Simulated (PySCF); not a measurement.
An equivalent PySCF input for P²⁺ (phosphorus, charge +2), [Ne] 3s2 3p1, 2P determinant, with the non-relativistic Hamiltonian (point nucleus):

```python
from pyscf import gto, scf, dft, mp, cc
import basis_set_exchange as bse
mol = gto.M(atom="P 0 0 0", charge=2, spin=1, symmetry="D2h",
            basis=gto.basis.parse(bse.get_basis("aug-cc-pV(Q+d)Z", elements=["P"], fmt="nwchem", augment_diffuse=1)))
mf = scf.UHF(mol)
mf.irrep_nelec = {'Ag': (3, 3), 'B1u': (1, 1), 'B2u': (2, 1), 'B3u': (1, 1)}
mf.kernel()
```

It reaches the same state as the run whose output follows, and the same energy. The run itself started from symmetry-adapted Hartree-Fock orbitals and held the occupation by maximum overlap, so the iterations belong to that start.

```
SCF conv_tol = 1e-09
number electrons alpha = 7  beta = 6
cycle= 1 E= -339.649354700506  delta_E= -0.00467  |g|= 0.0275  |ddm|= 0.0595
cycle= 2 E= -339.650104185644  delta_E= -0.000749  |g|= 0.0114  |ddm|= 0.042
cycle= 3 E= -339.650260437721  delta_E= -0.000156  |g|= 0.000518  |ddm|= 0.0323
cycle= 4 E= -339.650260662031  delta_E= -2.24e-07  |g|= 6.8e-05  |ddm|= 0.00206
cycle= 5 E= -339.650260666757  delta_E= -4.73e-09  |g|= 1.08e-05  |ddm|= 0.000432
cycle= 6 E= -339.650260666875  delta_E= -1.18e-10  |g|= 1.68e-06  |ddm|= 8.45e-05
converged SCF energy = -339.650260666875  <S^2> = 0.76375619  2S+1 = 2.0137092
```
